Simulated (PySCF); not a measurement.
Tl²⁺: excitation energy

Tl²⁺ [Xe] 4f14 5d10 6s1 (2S) → Tl²⁺ [Xe] 4f14 5d10 6p1 (2P), as a difference of total energies. All numbers are calculated (PySCF 2.14, the spin-free X2C one-electron Hamiltonian (Gaussian nucleus), in x2c-TZVPPall with one added diffuse shell each of s, p, d, f type (12s8p7d4f, 99 functions)). The calculations carry no spin-orbit coupling.

```tsv
method	excitation energy (eV)
UHF	8.774
r2SCANh	9.333
wB97X	9.301
HSE06	9.216
```
